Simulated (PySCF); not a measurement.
C₃H₄O₂Si, SMILES C1(=C)OC(=O)[SiH2]1. Atoms are numbered in the order given.

```xyz
10

C      0.6056    -2.3212     0.0000
C      0.2101    -1.0526     0.0000
O      1.1105     0.0197     0.0000
C      0.2953     1.1445     0.0000
O      0.7085     2.2538     0.0000
Si    -1.3167     0.0520     0.0000
H      1.6668    -2.5842     0.0000
H     -0.1324    -3.1243     0.0000
H     -2.1592     0.0844     1.2271
H     -2.1592     0.0844    -1.2271
```
Charge 0, spin multiplicity 1.

Geometry optimised at PBE0-D3(BJ)/def2-SVP. This is a generated structure with no PubChem entry under its InChIKey; it may be hypothetical.

Method: PBE0/pcSseg-1 (PySCF).

GIAO shieldings, no solvent; atoms listed in one row are averaged. δ = σ(ref) − σ: ¹³C against TMS (σ = 186.3 ppm); ¹⁷O against H2O (σ = 334.2 ppm); ²⁹Si against TMS (σ = 352.7 ppm); ¹H against TMS (σ = 31.56 ppm), references at their B3LYP-D3(BJ)/def2-TZVP geometries, non-relativistic.

Computed chemical shifts:
```
nucleus    atoms  count  δ (ppm)
-------  -------  -----  -------
¹³C           C4      1    178.4
¹³C           C2      1    161.7
¹³C           C1      1    112.9
¹⁷O           O5      1    523.9
¹⁷O           O3      1    443.6
²⁹Si         Si6      1    -15.5
¹H            H7      1     6.17
¹H       H9, H10      2     5.69
¹H            H8      1     5.33
```
